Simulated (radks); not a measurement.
Question: Species: Au41+. Configuration: [Kr] 4d2. All-electron calculation, Dirac Kohn-Sham, exchange-only PBE, spin-unpolarised, spherical densities, finite nucleus; open shells fill j = l - 1/2 first; Fermi nuclear charge, rms radius 5.4371 fm. Program: a radial shooting solver on a logarithmic mesh with Libxc functionals. Some entries of the table are withheld. Estimate them.

orbital  occ.  eigenvalue (eV)  <1/r> (bohr^-1)  r(max) (bohr)
1s1/2       2        -82505.92            95.68        0.01042
2s1/2       2        -16110.76            23.53        0.06038
2p1/2       2        -15533.04              (1)        0.04446
2p3/2       4        -13696.58              (2)        0.05183
3s1/2       2        -5195.397            8.741         0.1691
3p1/2       2        -4939.893            8.653         0.1577
3p3/2       4        -4523.877            7.526         0.1723
3d3/2       4        -4106.146              (3)         0.1340
3d5/2       6        -4016.076              (4)         0.1380
4s1/2       2        -2354.607            4.123         0.3628
4p1/2       2        -2243.668            4.049         0.3581
4p3/2       4        -2112.918            3.669         0.3818
4d3/2       2        -1935.931            3.549         0.3650
4d5/2       0        -1908.052            3.464         0.3716

Answer: 
(1) 2p1/2 <1/r> (bohr^-1): 23.49
(2) 2p3/2 <1/r> (bohr^-1): 19.14
(3) 3d3/2 <1/r> (bohr^-1): 7.410
(4) 3d5/2 <1/r> (bohr^-1): 7.154
